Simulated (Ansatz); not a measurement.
Consider the redistribution: `[NH]=[W](=[NH])([F])[Cl]` + `[O]=[W]([OH])([F])([F])[F]` → `[NH]=[W](=[NH])([OH])[Cl]` + `[O]=[W]([F])([F])([F])[F]`.

Computed with Ansatz on PBE0-D4/def2-TZVP structures; ΔE is electronic, products minus reactants. CCSD(T)/CBS is the MP2 limit (def2-TZVPP, def2-QZVPP) plus CCSD(T) − MP2 in def2-TZVPP, frozen cores. DFT in def2-TZVPP. def2 core potentials past Kr. For W outer-core shells are correlated without core-valence functions, which leaves a few kJ/mol of doubt a bond. One conformer a species, not always the lowest.

`[NH]=[W](=[NH])([F])[Cl]`:

Cartesian coordinates in Å:
```
N -0.635 1.278 -0.491
W -0.119 -0.064 0.486
N 1.048 -1.018 -0.380
F 0.701 0.612 2.022
Cl -1.939 -1.380 0.863
H -0.670 1.843 -1.325
H 1.614 -1.272 -1.175
```

`[O]=[W]([OH])([F])([F])[F]`:

```xyz
7

O    -0.914   -1.441    0.864
W     0.034   -0.376   -0.016
O    -0.624    1.286    0.503
F     1.541   -0.057    1.028
F     1.193   -1.442   -1.000
F    -0.829   -0.159   -1.651
H    -0.401    2.190    0.272
```

`[NH]=[W](=[NH])([OH])[Cl]`:

```xyz
8

N     1.277   -0.207   -0.836
W     0.010   -0.068    0.355
N    -0.764    1.491    0.279
O    -1.309   -1.374   -0.017
Cl    0.960   -0.301    2.426
H     1.872    0.139   -1.573
H    -0.932    2.433   -0.036
H    -1.115   -2.113   -0.599
```

`[O]=[W]([F])([F])([F])[F]`:

Z-matrix (Å, degrees):
```
W
F 1 1.848
F 1 1.848 2 86.1
F 1 1.848 2 86.1 3 151.0
O 1 1.670 2 105.2 3 -104.5
F 1 1.848 2 149.6 3 75.5
```

```tsv
level	ΔE (kcal/mol)
ωB97X-V	-0.8
PBE0	-0.2
HF/def2-TZVPP	-0.5
CCSD/CBS(def2)	-0.6
```

What does CCSD(T)/CBS give? (Estimate.)

Computed: -0.8 kcal/mol. The listed levels differ from it by 0.0, 0.6, 0.3, 0.2 kcal/mol.

Largest T1 diagnostic among the species: 0.021, so the coupled-cluster value is less sure than usual.

At CCSD(T), def2-SVP lies +0.7 kcal/mol from the extrapolated value and def2-TZVPP −0.3 kcal/mol. Leaving LDA and LC-ωPBE aside and taking each functional with its dispersion term where it has one, the values, not all of them listed here, spread over 0.6 kcal/mol, from ωB97X-V to BHLYP-D4.
